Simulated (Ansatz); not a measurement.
Sn6, relaxed as a singlet with RKS PBE-D4/def2-SVP in Ansatz, starting from the GFN1-xTB geometry. Force threshold 0.02 eV/Å.

In the def2 sets Sn takes a core potential; there is no spin–orbit coupling.

Start:

```xyz
6

Sn   -0.3564    0.2364    1.7196
Sn   -1.8454    1.2439   -0.5542
Sn   -1.2821   -1.9011   -0.0029
Sn    0.3575   -0.2381   -1.7225
Sn    1.2809    1.9017    0.0035
Sn    1.8455   -1.2427    0.5566
```

(1) Estimate the energy that the relaxation releases and the steps that it takes.

(2) Does the start keep its bonding and symmetry?

(3) Predict the relaxed structure.

## Answers

(1) 11.6 kJ/mol, in 4 steps; 14 s on 2 threads of AMD EPYC 7R13 on a shared host. No frequencies were taken in this run, so the end may be a saddle point.

(2) By distances, no bond broke or formed. The bond that changes most is Sn5–Sn6, from 3.24 to 3.36 Å (atoms count from 1). Point group D4h at the start, D4h at the end, both within 0.05 Å.

(3) 
```
atom   x (Å)   y (Å)   z (Å)
 Sn1  -0.346   0.230   1.665
 Sn2  -1.914   1.290  -0.575
 Sn3  -1.329  -1.973  -0.004
 Sn4   0.346  -0.230  -1.665
 Sn5   1.329   1.973   0.003
 Sn6   1.914  -1.290   0.576
```
Bond lengths (bridged metal pairs left out): 8 × Sn–Sn 2.93 Å.
